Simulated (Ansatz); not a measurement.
Calculated with Ansatz (gas phase, PBE0-D4/def2-TZVP geometries, no zero-point term in ΔE). CCSD(T)/CBS is the MP2 limit (def2-TZVPP, def2-QZVPP) plus CCSD(T) − MP2 in def2-TZVPP, frozen cores. This one scheme is used for every species. Functionals use def2-TZVPP. B3LYP here is the variant with VWN-RPA as its local correlation; programs differ in this. HSE06 is defined as in plane-wave codes. One conformer a species, not always the lowest.

`N[SiH2]B(F)F` + PH₃ → `N[SiH2]P` + `FBF`  (cleavage of the Si–B bond)

```csv
level,ΔE (kcal/mol),difference from CCSD(T)/CBS
LDA (SPW92),-10.1,1.5
PBE-D4,-10.5,1.1
revPBE-D4,-11.0,0.6
BLYP-D4,-10.3,1.3
B97M-V,-11.5,0.1
PBE0-D4,-11.3,0.3
B3LYP-D4,-10.8,0.8
r2SCANh-D4,-11.5,0.1
r2SCAN0-D4,-11.8,-0.2
HSE06-D4,-11.3,0.3
BHLYP-D4,-11.4,0.2
ωB97X-V,-10.2,1.4
B2PLYP,-10.9,0.7
PBE-QIDH,-12.0,-0.4
PBE,-10.1,1.5
revPBE,-9.9,1.7
BLYP,-9.3,2.3
r2SCAN,-11.1,0.5
PBE0,-10.9,0.7
B3LYP,-10.0,1.6
r2SCANh,-11.4,0.2
r2SCAN0,-11.7,-0.1
HSE06,-10.9,0.7
BHLYP,-10.6,1.0
CAM-B3LYP,-9.7,1.9
LC-ωPBE,-10.3,1.3
RPA@PBE/def2-TZVPP,-9.5,2.1
HF/def2-SVP,-10.8,0.8
MP2/def2-SVP,-12.0,-0.4
CCSD/def2-SVP,-10.1,1.5
CCSD(T)/def2-SVP,-10.1,1.5
MP2/def2-TZVPP,-12.7,-1.1
SCS-MP2/def2-TZVPP,-11.7,-0.1
CCSD/def2-TZVPP,-10.6,1.0
CCSD(T)/def2-TZVPP,-10.8,0.8
HF/def2-QZVPP,-11.0,0.6
MP2/def2-QZVPP,-13.3,-1.7
SCS-MP2/def2-QZVPP,-12.2,-0.6
MP2/CBS(def2),-13.6,-2.0
CCSD/CBS(def2),-11.4,0.2
CCSD(T)/CBS,-11.6,0
```

Largest T1 diagnostic among the species: 0.013.

The D4 term adds −0.8 kcal/mol with B3LYP and −0.4 kcal/mol with PBE0; it sums over pairs of atoms, weighted by their polarisabilities, and B3LYP, whose exchange is more repulsive, gets the larger term. From PBE to PBE0 (25 % exact exchange), in def2-TZVPP and without D4, ΔE moves by −0.8 kcal/mol. Leaving LDA and LC-ωPBE aside and taking each functional with its dispersion term where it has one, the values, not all of them listed here, spread over 1.9 kcal/mol, from PBE-QIDH to CAM-B3LYP-D4.
